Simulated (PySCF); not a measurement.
Species: Hg(SiH3)2 (singlet state).
Bonds: Hg1–Si2, Hg1–Si6. Hydrogens: H3, H4, H5 on Si2; H7, H8, H9 on Si6.

Method: PySCF 2.14.0, PBE0-D3(BJ)/def2-SVP geometry optimisation, gas phase, def2 core potentials past Kr; density fitting, grid level 1; the optimiser is geomeTRIC in internal coordinates, started from a GFN2-xTB structure with every atom displaced at random (about 0.03 Å).

Geometry at step 1:
```
atom  x, y, z in Å
Hg1     0.0705   -0.0607    0.0089
Si2    -0.0035   -0.0320    2.7808
H3      0.8636   -1.0901    3.3347
H4     -1.3160   -0.2778    3.3467
H5      0.4623    1.2634    3.3370
Si6     0.0012    0.0340   -2.7963
H7      1.3475    0.3853   -3.3593
H8     -0.9480    1.0136   -3.3598
H9     -0.3447   -1.3050   -3.3184
```

Task: What forces act on the atoms?

Result: 
```csv
atom,Fx (eV/Å),Fy (eV/Å),Fz (eV/Å)
Hg1,-0.213,0.199,-0.079
Si2,0.601,0.106,-1.432
H3,0.335,-0.293,0.031
H4,-0.943,-0.131,0.135
H5,0.121,0.251,-0.063
Si6,0.564,-0.055,1.293
H7,0.007,-0.013,0.142
H8,-0.339,0.265,0.036
H9,-0.132,-0.330,-0.063
```

The largest, 1.56 eV/Å, acts on Si2; the rms over all components is 0.473 eV/Å. The forces sum to zero within rounding, as they must for an isolated molecule in no field.

Task: Give the force on Si2 in Eh/bohr and in nN.

Result: 1.556 eV/Å ÷ 51.422 = 0.03027 Eh/bohr, and 1.556 eV/Å × 1.602 = 2.49 nN.

Task: How far is this geometry from the end of the optimisation?

Result: 0.537 eV above it, and 0.279 Å rms away after alignment. The bonds farthest from their final lengths, with half the difference of the two atoms' forces along the bond (positive lengthens):

```json
{"bond": "Hg1–Si6", "now (Å)": "2.808", "final (Å)": "2.509", "force along bond (eV/Å)": "-0.70"}
{"bond": "Hg1–Si2", "now (Å)": "2.773", "final (Å)": "2.508", "force along bond (eV/Å)": "-0.69"}
{"bond": "Si2–H4", "now (Å)": "1.450", "final (Å)": "1.499", "force along bond (eV/Å)": "+1.02"}
{"bond": "Si2–H3", "now (Å)": "1.476", "final (Å)": "1.498", "force along bond (eV/Å)": "+0.34"}
{"bond": "Si6–H8", "now (Å)": "1.476", "final (Å)": "1.498", "force along bond (eV/Å)": "+0.64"}
{"bond": "Si6–H9", "now (Å)": "1.478", "final (Å)": "1.498", "force along bond (eV/Å)": "+0.45"}
```

The angle farthest from its final value is Si2–Hg1–Si6, 176.1° against 179.8°.

Of the 6 listed bonds off by 0.010 Å or more, this force points towards the final length in 6.

What follows is the cost of the whole optimisation. Time: 27 s of wall time; peak memory 0.40 GiB. Hardware: one thread of an Intel Xeon Platinum 8488C, shared host.
